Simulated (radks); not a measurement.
Results of a calculation; reference values are marked as such.
The praseodymium ion Pr+ inside a hard spherical wall (all orbitals vanish at R), configuration held at [Xe] 4f3 6s1 and not refilled when levels cross. Level of theory: scalar-relativistic Kohn-Sham, PBE, spin-unpolarised, spherical densities, finite nucleus; Fermi nuclear charge, rms radius 4.8919 fm (a radial shooting solver on a logarithmic mesh with Libxc functionals). Eigenvalues in eV, with the zero of energy where the potential of the charges vanishes at infinity; a dash marks a level that is unbound or too diffuse for the functional's potential to be trusted. A positive occupied level is held by the wall or, in an anion where self-interaction has pushed it up, behind a barrier. The pressure on the wall is -dE/dV.

| R (bohr) | E (hartree) | kinetic (hartree) | e(5s) | e(5p) | e(6s) | e(5d, empty) | e(4f) | e(6p, empty) | pressure (GPa) |
|---|---|---|---|---|---|---|---|---|---|
| free | -9236.6526 | 9809.098 | -44.880 | -27.320 | -8.081 | -7.345 | -7.030 | -5.199 | 0 |
| 20 | -9236.6526 | 9809.098 | -44.880 | -27.320 | -8.081 | -7.345 | -7.030 | -5.199 | < 0.0001 |
| 15 | -9236.6526 | 9809.098 | -44.880 | -27.320 | -8.081 | -7.344 | -7.030 | -5.197 | < 0.0001 |
| 12 | -9236.6526 | 9809.098 | -44.875 | -27.315 | -8.076 | -7.340 | -7.025 | -5.175 | 0.00120 |
| 8 | -9236.6458 | 9809.151 | -44.634 | -27.081 | -7.768 | -7.117 | -6.785 | -4.420 | 0.272 |
| 5 | -9236.4844 | 9809.894 | -42.773 | -25.327 | -2.838 | -4.743 | -4.767 | 3.565 | 17.8 |
| 1.5 | -9170.2113 | 10025.474 | 141.27 | 185.24 | 550.83 | 252.70 | 126.97 | 596.79 | 194000 |
